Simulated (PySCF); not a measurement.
## C3H6N2Si: core ionisation energies

Compound: C₃H₆N₂Si.
Cartesian coordinates in Å at the GFN2-xTB level; atoms count from 1:
```
atom  x, y, z in Å
C1     2.2724   -0.6896    0.1825
N2     1.4018   -0.0357    0.8009
C3     0.3540    0.6249    0.1041
Si4   -1.2749   -0.2855    0.5396
C5    -2.6287    0.6765   -0.3202
N6    -3.4603    1.2594   -0.8503
H7     2.3191   -0.7768   -0.9097
H8     3.0350   -1.1997    0.7516
H9     0.5131    0.6628   -0.9858
H10    0.2977    1.6487    0.4817
H11   -1.2879   -1.6351   -0.0305
H12   -1.5400   -0.2506    1.9749
```

The calculation used delta-SCF UKS SCAN, pcX-2 on the ionised atom, pcseg-1 elsewhere, spin-free X2C in PySCF. Binding energies are ΔSCF values: E(core-ionised, relaxed orbitals) − E(ground state) at a fixed geometry, referred to the vacuum level.

**Question.** What binding energy does each computed site have?

**Answer.** 
```csv
atom(s),environment,level,binding energy (eV),2p1/2 (eV),above the level's lowest (eV),count
Si4,SiH2 silicon,Si 2p3/2,107.85,108.48,0.00,1
C3,sp3 carbon bound to nitrogen,C 1s,291.52,–,0.00,1
C5,cyano carbon,C 1s,291.71,–,+0.19,1
C1,imine carbon,C 1s,291.80,–,+0.28,1
N6,cyano nitrogen,N 1s,405.16,–,0.00,1
N2,imine nitrogen,N 1s,405.42,–,+0.26,1
Si4,SiH2 silicon,Si 1s,1847.63,–,0.00,1
```

The listed C 1s values span 0.28 eV, from C3 (bonded to N, 2 H and Si) to C1 (bonded to N (double bond) and 2 H). The widest gap between neighbouring values is 0.19 eV, between 291.52 and 291.71 eV. Summing the Pauling electronegativity differences to the bonded atoms, each weighted by its formal bond order, gives -0.86 for the lowest site and +0.28 for the highest; the largest sum, +0.82, belongs to C5, 0.09 eV below the top.

Lowest listed N 1s: N6, bonded to C (triple bond). Highest, 0.26 eV above it: N2, bonded to C (double bond) and C. Summing the Pauling electronegativity differences to the bonded atoms, each weighted by its formal bond order, gives -1.47 for the lowest site and -1.47 for the highest; the sum is the same at every site.

**Question.** Express the binding energy of C 1s of C3 in atomic units and per mole.

**Answer.** 291.52 eV = 10.7132 Eh = 28127 kJ/mol.

The 2p values add to the ΔSCF energy of one spin-free hole a correction within the shell (spin–orbit coupling, ligand field). 2p1/2 minus 2p3/2 (ligand field included): Si 0.62 eV. The structure is a single GFN2-xTB conformer in the gas phase; no vibrational or solvent corrections.
